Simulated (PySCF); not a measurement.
Excitations are Tamm–Dancoff values on a coarser integration grid. The basis has no diffuse functions, so Rydberg states are missing or too high.

Z-matrix (Å, degrees):
```
C
C 1 1.3297
H 2 1.0856 1 117.60
H 1 1.0863 2 120.17 3 180.00
C 1 1.4601 4 112.81 2 180.00
C 5 1.3248 1 123.16 4 0.00
H 6 1.0791 5 122.16 1 180.00
H 6 1.0813 7 118.34 5 180.00
Cl 5 1.7396 6 119.56 7 0.00
Si 2 1.8541 3 119.27 1 180.00
H 10 1.4795 2 108.99 3 -180.00
H 10 1.4799 11 109.41 4 -121.04
H 10 1.4799 11 109.41 12 -117.92
```
Charge 0, spin multiplicity 1.

**Question.** What S1–T1 gap (TDA), HOMO, brightest of the four lowest singlets (TDA), LUMO and T1 excitation (TDA) does CAM-B3LYP-D3(BJ)/def2-TZVP (PySCF 2.14.0) give?

**Answer.** 
```
Property                                       Result
-------------------------------------------  --------
S1–T1 gap (TDA)                               2.75 eV
HOMO                                         -8.42 eV
brightest of the four lowest singlets (TDA)   5.93 eV
LUMO                                         -0.42 eV
T1 excitation (TDA)                           3.18 eV
```
